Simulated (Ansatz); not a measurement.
Mn(NH2)2 (MnN2H4). The state is a doublet with charge 0. Geometry r2SCAN-D4/def2-TZVP; atoms count from 1.

```xyz
7

Mn    0.0025    0.0001   -0.0010
N    -0.4364   -1.3039   -1.2343
H    -0.3426   -2.3046   -1.1095
H    -0.8162   -1.1452   -2.1597
N     0.4371    1.3039    1.2340
H     0.8145    1.1452    2.1604
H     0.3410    2.3045    1.1100
```

The charge 0 doublet is spin-contaminated (final ⟨S²⟩ up to 2.38, 0.75 for a pure state). The geometry of the doublet was relaxed on an unsound state (⟨S²⟩ 2.43, where a pure state has 0.75). At PBE0-D4/def2-TZVP a sextet of charge 0 lies 2.52 eV below the doublet, each at its own geometry.

**Question.** Estimate the Mulliken populations from the PBE0/def2-TZVP orbitals of Ansatz.

**Answer.** 
| atom | charge (e) | spin (α − β) | d electrons |
| --- | --- | --- | --- |
| Mn1 | 0.72 | 1.12 | 5.40 |
| N2 | -0.83 | -0.09 | – |
| H3 | 0.24 | 0.01 | – |
| H4 | 0.23 | 0.01 | – |
| N5 | -0.83 | -0.09 | – |
| H6 | 0.23 | 0.01 | – |
| H7 | 0.24 | 0.01 | – |
Mulliken values and Mayer orders depend strongly on the basis.

**Question.** Where does the spin sit?

**Answer.** Summed by element: Mn 1.12, N -0.18, H 0.06, of 1 unpaired in all. Largest on single atoms: Mn1 1.12, N2 -0.09, N5 -0.09.

**Question.** And the Mayer bond orders between bonded heavy atoms (over 0.3)?

**Answer.** Mn1–N2 0.98 (1.85 Å); Mn1–N5 0.98 (1.85 Å).
